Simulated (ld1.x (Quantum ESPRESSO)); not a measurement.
What one change does to a pseudopotential (S (Z = 16), TM semilocal)

ld1.x (Quantum ESPRESSO) 7.5 input, shortened:

```
&input
   title='S', zed=16., rel=1, dft='PBE', iswitch=3,
   config='[Ne] 3s1.75 3p4.25 3d-2'
 /
 &inputp
   pseudotype=1, tm=.true., lloc=0,
   nlcc=.true.
 /
3
3P  2  1   4.25   0.00  1.25  1.25  0.0
3D  3  2  -2.00   0.45  1.05  1.05  0.0
3S  1  0   1.75   0.00  1.05  1.05  0.0
 &test
   configts(1)='3s1.75 3p4.25'
 /
```

Change: wave 3p (bound): rc 1.25 bohr becomes 3p (bound): rc 1.64 bohr.

Cutoffs: the cutoffs (Ry, on a coarse ladder) from which the occupation-weighted sum of valence levels, in a spherical-Bessel basis at the reference potential, stays within 10 and 1 mRy of its value at 400 Ry; they do not see the model core or the augmentation charge, which bear on the density cutoff. Errors are all-electron minus pseudo energies relative to the spin-unpolarised reference configuration.

Problem. How do hardness, ghosts and transferability respond?

Solution. The potential gets softer (80 Ry and 200 Ry → 70 Ry and 180 Ry); of the 7 tests that both files solve, the error grows in 2 and shrinks in 2 by more than 15 % and 0.3 meV (median size 3.1 → 3.3 meV); neither file shows a bound ghost. A larger radius leaves more room for a smooth pseudo-wave, so fewer plane waves are needed. A semilocal file is local in each channel, so a ghost entry of none says nothing of the separable form that plane-wave codes build from it.

| quantity | base | changed |
| --- | --- | --- |
| cutoff, loose | 80 Ry | 70 Ry |
| cutoff, tight | 200 Ry | 180 Ry |
| loose cutoff by channel (10 mRy a level) | p 12 Ry, s 60 Ry | p 10 Ry, s 60 Ry |
| bound ghosts | none | none |
| error for 3s2 3p4, meV [ΔE -2.57 eV] | +0.1 | -0.1 |
| error for 3s2 3p3, meV [ΔE 9.20 eV] | +3.1 | +2.4 |
| error for 3s2 3p2, meV [ΔE 31.49 eV] | +26 | +25 |
| error for 3s2 3p4.3, meV [ΔE -4.27 eV] | +0.6 | +0.4 |
| error for 3s0 3p6, meV [ΔE 18.17 eV] | -0.6 | -7.9 |
| error for 3s1 3p4, meV [ΔE 20.08 eV] | +6.0 | +3.3 |
| error for 3s2 3p0, meV [ΔE 112.33 eV] | +226 | +261 |
